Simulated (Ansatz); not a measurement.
Task: Name a neutral molecule of C, Ge, N and H with size of the dipole moment (ωB97M-V/def2-TZVPP) between 1.05 and 1.35 D and LUMO energy (B3LYP/def2-TZVPP) between 0.25 and 0.55 eV (Ansatz, PBE0-D4/def2-TZVP geometry).

Result: `CN[CH2][GeH3]` (1.19 D, 0.48 eV); `NC[CH2][GeH3]` (1.33 D, 0.48 eV); `[CH3][GeH]([NH2])[NH2]` (1.23 D, 0.49 eV). Other molecules can fit too; these were computed, each in one conformer that needn't be the lowest.

B3LYP here is the variant with VWN-RPA as its local correlation; programs differ in this.
